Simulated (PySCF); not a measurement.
CH4BClO2. Atoms are numbered in the order given.

```xyz
9

B      0.0765     0.1869     0.0630
Cl    -0.2037    -0.3431     1.7384
O      0.5989     1.4116    -0.1882
H      0.7776     1.9109     0.6139
O     -0.2485    -0.6661    -0.9187
C     -0.0698    -0.3538    -2.2799
H      0.6482    -1.0607    -2.7232
H     -1.0318    -0.4654    -2.8024
H      0.3016     0.6719    -2.4221
```
Charge 0, spin multiplicity 1.

Geometry optimised at PBE0-D3(BJ)/def2-SVP. Other conformers were not sampled.

Calculation: TDDFT-PBE/def2-SVPD (PySCF).

Vertical excitations. Gas-phase values at a fixed geometry.

| state | energy (eV) | λ (nm) | f | main pairs |
|---|---|---|---|---|
| S1 | 6.73 | 184 | 0.014 | HOMO→LUMO 100 % |
| S2 | 7.02 | 177 | 0.034 | HOMO−1→LUMO 99 % |
| S3 | 7.30 | 170 | 0.002 | HOMO−2→LUMO 100 % |
| S4 | 7.40 | 168 | 0.005 | HOMO−3→LUMO 100 % |
| S5 | 7.63 | 163 | 0.000 | HOMO−1→LUMO+1 100 % |
| S6 | 7.84 | 158 | 0.010 | HOMO→LUMO+2 98 % |
| S7 | 7.96 | 156 | 0.193 | HOMO→LUMO+1 77 % |
| S8 | 8.01 | 155 | 0.001 | HOMO→LUMO+3 96 % |
| S9 | 8.08 | 153 | 0.001 | HOMO−1→LUMO+2 61 %, HOMO−3→LUMO+1 34 % |
| S10 | 8.08 | 153 | 0.001 | HOMO−3→LUMO+1 63 %, HOMO−1→LUMO+2 32 % |
| T1 | 6.66 | 186 | 0 | HOMO→LUMO 100 % |
| T2 | 6.89 | 180 | 0 | HOMO−1→LUMO 99 % |
| T3 | 6.96 | 178 | 0 | HOMO→LUMO+1 98 % |
| T4 | 7.18 | 173 | 0 | HOMO−2→LUMO 99 % |
Triplets are in the Tamm–Dancoff approximation, which puts them higher than full response would, so one can lie above its singlet here.
